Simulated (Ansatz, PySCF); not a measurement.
Energy difference R1 + R2 → P1, each structure at its B3LYP-D3(BJ)/def2-TZVP stationary point, reached from a drawn start (curvature not checked).
P1: Cl4Sn (SMILES [Cl][Sn]([Cl])([Cl])[Cl]), charge 0, multiplicity 1.
R1: Cl2Sn (SMILES [Cl][Sn][Cl]), charge 0, multiplicity 1.
R2: Cl2 (SMILES ClCl), charge 0, multiplicity 1.

P less R. No zero-point or thermal terms; no spin–orbit coupling.

Cores are frozen in the correlated methods. In cc and def2 sets filled d and f shells under p-block atoms count as core. CBS(a, b) extrapolates the correlation energy as X⁻³ and adds the Hartree–Fock energy of set b.

Programs: Ansatz (a program for electronic structure) with Gaussian orbitals; PySCF for the D3/D4 terms. Each number belongs to the level named beside it. Elements past Kr take the def2 small-core potentials, without spin–orbit coupling.

```csv
level,reaction energy (eV)
HF/def2-TZVPP,-3.171
SVWN5/def2-TZVPP,-2.882
revPBE-D3(BJ)/def2-TZVPP,-2.605
B3LYP-D4/def2-TZVPP,-2.703
PBE0/def2-TZVPP,-2.874
BHLYP-D4/def2-TZVPP,-3.065
MP2/def2-TZVPP,…
MP2/def2-QZVPP,…
"CCSD(T)/CBS(def2-TZVPP, def2-QZVPP)",…
```

Problem. Some entries are withheld; supply them.

Solution. 
- MP2/def2-TZVPP, reaction energy (eV): -3.456
- MP2/def2-QZVPP, reaction energy (eV): -3.466
- CCSD(T)/CBS(def2-TZVPP, def2-QZVPP), reaction energy (eV): -3.270
